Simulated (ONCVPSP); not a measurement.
# boron (B): ONCV pseudisation with LDA (Perdew-Zunger), scalar-relativistic reference atom.

Input for ONCVPSP 4.0.1:

```
# ATOM AND REFERENCE CONFIGURATION
# atsym  z   nc   nv     iexc    psfile
  B 5.00    1    2        3      upf
#
#   n    l    f
    1    0    2.00
    2    0    1.50
    2    1    1.50
#
# PSEUDOPOTENTIAL AND OPTIMIZATION
# lmax
    1
#
#   l,   rc,      ep,       ncon, nbas, qcut
    0    1.45    0.00    3    6    5.00
    1    2.45    0.00    3    6    4.50
#
# LOCAL POTENTIAL
# lloc, lpopt,  rc(5),   dvloc0
    4    2    1.40    1.00
#
# VANDERBILT-KLEINMAN-BYLANDER PROJECTORs
# l, nproj, debl
    0    1    2.50
    1    2    1.30
#
# MODEL CORE CHARGE
# icmod, fcfact, rcfact
    1    0.55    0.00
#
# LOG DERIVATIVE ANALYSIS
# epsh1, epsh2, depsh
   -2.00    5.00    0.02
#
# OUTPUT GRID
# rlmax, drl
    6.00    0.01
#
# TEST CONFIGURATIONS
# ncnf
    4
# nvcnf
#   n    l    f
    2
    2    0    2.00
    2    1    1.00
#
    2
    2    0    2.00
    2    1    0.00
#
    2
    2    0    1.00
    2    1    0.00
#
    2
    2    0    0.00
    2    1    3.00
#
```

Command:

```bash
oncvpsp.x < B.dat > B.out
```

The program printed (shortened: citation, most of the input echo, consistency checks and plot data are left out):

```
ONCVPSP  (Optimized Norm-Conservinng Vanderbilt PSeudopotential)
scalar-relativistic version 4.0.1

#   n    l    f        energy (Ha)
    1    0    2.00    -6.5852340E+00
    2    0    1.50    -3.5397001E-01
    2    1    1.50    -1.4500458E-01

Reference configufation results
  iterations    21
  all-electron total energy (Ha)   -2.42462739D+01

Begin loop to  construct optimized pseudo wave functions
and semi-local pseudopoentials for all angular momenta

Calculating optimized projector #   1

 for l=   0

    Fraction of norm inside rc  0.310917
    Optimizing pswf for qcut=   4.99 a_B^-1,  ecut=  12.43 Ha
    Residual kinetic energy error=  2.31D-04 Ha

    Energy error per electron        Cutoff
         Ha          eV             Ha
         0.01000     0.27211        5.79
         0.00100     0.02721       10.05
         0.00010     0.00272       20.17
         0.00001     0.00027       46.98

   Wellstate for l =  1  n =  4
     eigenvalue =   1.1550
     asymptotic potential =   1.6550
     half-point radius =  4.9887

Calculating optimized projector #   1

 for l=   1

    Fraction of norm inside rc  0.640791
    Optimizing pswf for qcut=   4.50 a_B^-1,  ecut=  10.10 Ha
    Residual kinetic energy error=  1.61D-05 Ha

    Energy error per electron        Cutoff
         Ha          eV             Ha
         0.01000     0.27211        5.25
         0.00100     0.02721        7.25
         0.00010     0.00272        8.87
         0.00001     0.00027       12.65

Calculating optimized projector #   2

 for l=   1

    Fraction of norm inside rc  0.217148
    Optimizing pswf for qcut=   4.50 a_B^-1,  ecut=  10.10 Ha
    Residual kinetic energy error=  4.60D-04 Ha

    Energy error per electron        Cutoff
         Ha          eV             Ha
         0.01000     0.27211        7.21
         0.00100     0.02721        9.39
         0.00010     0.00272       17.44
         0.00001     0.00027       31.49

Construct Vanderbilt / Kleinmman-Bylander projectors

B matrix Hermiticity error, ll=   1
   1   2   -1.8905E-05

  Orthonormal projector coefficients -1.6393E+00 -3.6766E-01

Model core correction analysis
  based on d2Exc/dn_idn_j

d2excae - all-electron derivatives

   -4.237802D-02   -3.417219D-02
   -3.417887D-02   -2.889706D-02

d2excps - pseudofunction derivatives with no core correction

   -4.443444D-02   -3.737774D-02
   -3.738386D-02   -3.158300D-02

rms 2nd derivative error    2.828017E-03

Polynomial model core charge

d2excps - pseudofunction derivatives with core correction

   -4.176149D-02   -3.537203D-02
   -3.537726D-02   -3.000611D-02

rms 2nd derivative error    1.058991E-03

Pseudoatom total energy   -2.478543

Diagnostic tests using Vanderbilt-Kleinman-Bylander pseudopotentials
  1 or more projectors used as specified by nproj input data

   l    rcore       rmatch      e in        delta e   norm test  slope test

   0   1.4531180   1.4972378  -0.3539700   0.0000167   1.0000149   0.9974147

   1   2.4599325   2.5346213  -0.1450046  -0.0000101   0.9999922   0.9999187
   1   2.4599325   2.5346213   1.1549954  -0.0000523   1.0000562   1.0000562

 Testing for bound ghosts
   n   l    E NL Schr. Eq   E Basis Diag.   E Cutoff

   1   0       -0.353953       -0.333671     35.73

   2   1       -0.145015       -0.143336     25.43

 Testing for highly-localized positive-energy ghosts
       l    <radius>/rc     E Basis Diag.   E Cutoff

Test configuration 0

   n   l     f        eae           eps        diff
   1   0  2.0000   -6.58523397
   2   0  1.5000   -0.35397001   -0.35395333    1.67D-05
   2   1  1.5000   -0.14500458   -0.14501468   -1.01D-05

    Total energies and differences
      AE_ref= -2.42462739D+01  AE_tst= -2.42462739D+01  dif=  0.00D+00
      PS_ref= -2.47854287D+00  PS_tst= -2.47854287D+00  dif=  1.33D-15
      PSP excitation error= -1.33D-15

Test configuration 1

   n   l     f        eae           eps        diff
   1   0  2.0000   -6.56579115
   2   0  2.0000   -0.34507033   -0.34429805    7.72D-04
   2   1  1.0000   -0.13672133   -0.13622807    4.93D-04

    Total energies and differences
      AE_ref= -2.42462739D+01  AE_tst= -2.43506045D+01  dif= -1.04D-01
      PS_ref= -2.47854287D+00  PS_tst= -2.58279896D+00  dif= -1.04D-01
      PSP excitation error= -7.45D-05

Test configuration 2

   n   l     f        eae           eps        diff
   1   0  2.0000   -7.04556414
   2   0  2.0000   -0.71357169   -0.70847777    5.09D-03

    Total energies and differences
      AE_ref= -2.42462739D+01  AE_tst= -2.40446088D+01  dif=  2.02D-01
      PS_ref= -2.47854287D+00  PS_tst= -2.27998752D+00  dif=  1.99D-01
      PSP excitation error=  3.11D-03

Test configuration 3

   n   l     f        eae           eps        diff
   1   0  2.0000   -7.68505884
   2   0  1.0000   -1.15174381   -1.14343598    8.31D-03

    Total energies and differences
      AE_ref= -2.42462739D+01  AE_tst= -2.31146778D+01  dif=  1.13D+00
      PS_ref= -2.47854287D+00  PS_tst= -1.35670241D+00  dif=  1.12D+00
      PSP excitation error=  9.76D-03

Test configuration 4

   n   l     f        eae           eps        diff
   1   0  2.0000   -6.63620729
   2   1  3.0000   -0.16594678   -0.16723277   -1.29D-03

    Total energies and differences
      AE_ref= -2.42462739D+01  AE_tst= -2.39316201D+01  dif=  3.15D-01
      PS_ref= -2.47854287D+00  PS_tst= -2.16347464D+00  dif=  3.15D-01
      PSP excitation error= -4.14D-04
```

The run took about 1.9 s on one core of a shared server CPU.
